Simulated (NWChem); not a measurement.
System: AlAsH3F; SMILES [F][AlH][AsH2]

Here is an NWChem input.

```
start job
memory heap 200 mb stack 900 mb global 1100 mb
geometry units angstroms noautoz
  Al    -0.468543    -1.275981     0.021639
  As     0.270681     1.008118     0.328463
  H      0.056627     1.278486    -1.158943
  H      1.719323     0.575850     0.124911
  F      0.349487    -2.469128     0.855159
  H     -1.710503    -1.747812    -0.838451
end
basis spherical
  * library 6-31g*
end
dft
  xc b3lyp
  iterations 150
  mulliken
end
task dft energy
```

Output (shortened):

```
             Northwest Computational Chemistry Package (NWChem) 7.3.0
             --------------------------------------------------------

 C1  symmetry detected

                             Geometry "geometry" -> ""
                             -------------------------

 Output coordinates in angstroms (scale by  1.889725989 to convert to a.u.)

  No.       Tag          Charge          X              Y              Z
 ---- ---------------- ---------- -------------- -------------- --------------
    1 Al                  13.0000    -0.55785897     1.21972565    -0.01395866
    2 As                  33.0000     0.09883352    -1.10951102    -0.04731818
    3 H                    1.0000    -1.01377143    -1.43867046     0.94518314
    4 H                    1.0000     1.11790373    -0.84706299     1.05697780
    5 F                    9.0000     0.65849615     2.36338136    -0.02172310
    6 H                    1.0000    -2.03993705     1.77273133    -0.06369041

 Effective nuclear repulsion energy (a.u.)     217.2055047158

                                 NWChem DFT Module
                                 -----------------

 Summary of "ao basis" -> "ao basis" (spherical)
 ------------------------------------------------------------------------------
       Tag                 Description            Shells   Functions and Types
 ---------------- ------------------------------  ------  ---------------------
 Al                          6-31g*                  8       18   4s3p1d
 As                          6-31g*                 12       32   5s4p3d
 H                           6-31g*                  2        2   2s
 F                           6-31g*                  6       14   3s2p1d

            General Information
            -------------------
          SCF calculation type: DFT
          Wavefunction type:  closed shell.
          No. of atoms     :     6
          No. of electrons :    58
           Alpha electrons :    29
            Beta electrons :    29
          Charge           :     0
          Spin multiplicity:     1
          Use of symmetry is: off; symmetry adaption is: off
          Maximum number of iterations: 150
          AO basis - number of functions:    70
                     number of shells:    32
          Convergence on energy requested:  1.00D-06
          Convergence on density requested:  1.00D-05
          Convergence on gradient requested:  5.00D-04

              XC Information
              --------------
                         B3LYP Method XC Potential
                     Hartree-Fock (Exact) Exchange  0.200
                        Slater Exchange Functional  0.800 local
                    Becke 1988 Exchange Functional  0.720 non-local
              Lee-Yang-Parr Correlation Functional  0.810
                  VWN I RPA Correlation Functional  0.190 local

             Grid Information
             ----------------
          Grid used for XC integration:  medium
          Radial quadrature: Mura-Knowles
          Angular quadrature: Lebedev.
          Tag              B.-S. Rad. Rad. Pts. Rad. Cut. Ang. Pts.
          ---              ---------- --------- --------- ---------
          Al                  1.25       88          10.0       590
          As                  1.15      112          10.0       590
          H                   0.35       45          11.0       434
          F                   0.50       49          11.0       434
          Grid pruning is: on
          Number of quadrature shells:   384
          Spatial weights used:  Erf1

      Superposition of Atomic Density Guess
      -------------------------------------

 Sum of atomic energies:       -2576.57112802

      Non-variational initial energy
      ------------------------------

 Total energy =   -2576.950024
 1-e energy   =   -4023.590713
 2-e energy   =    1229.435184
 HOMO         =      -0.278820
 LUMO         =       0.010259

     ---------------------------------------------
      Total Density - Mulliken Population Analysis
     ---------------------------------------------

    Atom       Charge   Shell Charges
 -----------   ------   -------------------------------------------------------
    1 Al  13    11.96   2.00  2.00  5.97  0.80  0.66  0.27  0.14  0.11
    2 As  33    33.39   2.00  2.00  6.00  2.00  5.99  1.42  2.51  0.37  1.03  6.91  2.95  0.21
    3 H    1     0.89   0.41  0.48
    4 H    1     0.89   0.41  0.48
    5 F    9     9.74   2.00  0.96  3.53  1.02  2.23  0.01
    6 H    1     1.13   0.46  0.67

   convergence    iter        energy       DeltaE   RMS-Dens  Diis-err
 ---------------- ----- ----------------- --------- --------- ---------
 d= 0,ls=0.0,diis     1  -2579.7068028783 -2.80D+03  2.02D-02  5.90D-01
 d= 0,ls=0.0,diis     2  -2579.6019057915  1.05D-01  1.15D-02  2.02D+00
 d= 0,ls=0.0,diis     3  -2579.7778772383 -1.76D-01  1.27D-03  1.35D-02
 d= 0,ls=0.0,diis     4  -2579.7788193196 -9.42D-04  5.33D-04  2.39D-03
 d= 0,ls=0.0,diis     5  -2579.7790228377 -2.04D-04  1.99D-04  1.25D-04
  Resetting Diis
 d= 0,ls=0.0,diis     6  -2579.7790393757 -1.65D-05  2.50D-05  2.67D-06
 d= 0,ls=0.0,diis     7  -2579.7790397496 -3.74D-07  1.03D-05  1.17D-07
 d= 0,ls=0.0,diis     8  -2579.7790397511 -1.41D-09  5.60D-06  1.16D-07

         Total DFT energy =    -2579.779039751053
      One electron energy =    -4025.933216414606
           Coulomb energy =     1342.354556685666
    Exchange-Corr. energy =     -113.405884737912
 Nuclear repulsion energy =      217.205504715799

 Numeric. integr. density =       58.000024409006

                       DFT Final Molecular Orbital Analysis
                       ------------------------------------

 Vector   27  Occ=2.000000D+00  E=-3.636103D-01
              MO Center= -8.8D-01,  9.2D-01,  6.3D-02, r^2= 3.9D+00
   Bfn.  Coefficient  Atom+Function         Bfn.  Coefficient  Atom+Function
  ----- ------------  ---------------      ----- ------------  ---------------
     6      0.262867  1 Al s                 57      0.257960  5 F  px
    70      0.235131  6 H  s                 69      0.216706  6 H  s
    30      0.211570  2 As py                 7     -0.208482  1 Al px
    61      0.167940  5 F  px                10      0.152830  1 Al s
    52     -0.151828  3 H  s                 51     -0.146232  3 H  s

 Vector   28  Occ=2.000000D+00  E=-3.170481D-01
              MO Center= -1.8D-01, -4.5D-01, -1.0D-02, r^2= 3.5D+00
   Bfn.  Coefficient  Atom+Function         Bfn.  Coefficient  Atom+Function
  ----- ------------  ---------------      ----- ------------  ---------------
    31      0.457347  2 As pz                28      0.317847  2 As s
    27     -0.198295  2 As pz                32     -0.189327  2 As s
    54      0.173949  4 H  s                 52      0.166198  3 H  s
    35      0.164998  2 As pz                70      0.162437  6 H  s
    53      0.157911  4 H  s                 51      0.142522  3 H  s

 Vector   29  Occ=2.000000D+00  E=-2.626958D-01
              MO Center= -1.5D-01, -5.5D-01, -6.1D-02, r^2= 3.7D+00
   Bfn.  Coefficient  Atom+Function         Bfn.  Coefficient  Atom+Function
  ----- ------------  ---------------      ----- ------------  ---------------
    30      0.490249  2 As py                28      0.253257  2 As s
     8     -0.227550  1 Al py                31      0.212469  2 As pz
    34      0.212370  2 As py                26     -0.206060  2 As py
    70     -0.201988  6 H  s                 29     -0.149122  2 As px
     6      0.146684  1 Al s                 69     -0.135503  6 H  s

 Vector   30  Occ=0.000000D+00  E=-4.954820D-02
              MO Center= -5.5D-01,  1.1D+00,  1.2D-01, r^2= 4.3D+00
   Bfn.  Coefficient  Atom+Function         Bfn.  Coefficient  Atom+Function
  ----- ------------  ---------------      ----- ------------  ---------------
    13      0.596639  1 Al pz                 9      0.522022  1 Al pz
    54     -0.203089  4 H  s                  5     -0.181564  1 Al pz
    59     -0.179510  5 F  pz                63     -0.172620  5 F  pz
    32      0.128682  2 As s                 52     -0.118549  3 H  s
    28     -0.100351  2 As s                  6      0.086212  1 Al s

 Vector   31  Occ=0.000000D+00  E=-1.118251D-02
              MO Center= -1.4D-01,  5.7D-01, -1.7D-01, r^2= 5.6D+00
   Bfn.  Coefficient  Atom+Function         Bfn.  Coefficient  Atom+Function
  ----- ------------  ---------------      ----- ------------  ---------------
    10      1.386024  1 Al s                 32     -0.637726  2 As s
    34     -0.619880  2 As py                70     -0.467075  6 H  s
    28      0.351996  2 As s                 12     -0.342041  1 Al py
    11      0.314577  1 Al px                30     -0.281605  2 As py
     6      0.270418  1 Al s                 60     -0.271035  5 F  s

 Vector   32  Occ=0.000000D+00  E= 3.272670D-03
              MO Center= -3.0D-01, -3.7D-01, -4.6D-02, r^2= 5.2D+00
   Bfn.  Coefficient  Atom+Function         Bfn.  Coefficient  Atom+Function
  ----- ------------  ---------------      ----- ------------  ---------------
    54      0.743418  4 H  s                 52     -0.590916  3 H  s
    12     -0.577040  1 Al py                33     -0.576754  2 As px
    32     -0.469646  2 As s                 34     -0.471959  2 As py
    10      0.434336  1 Al s                 29     -0.310920  2 As px
    70     -0.211330  6 H  s                 30     -0.157084  2 As py

     ---------------------------------------------
      Total Density - Mulliken Population Analysis
     ---------------------------------------------

[...]
```

Level: B3LYP/6-31G* (spherical d). All runs use the structure optimised with PBE0/def2-SVP.
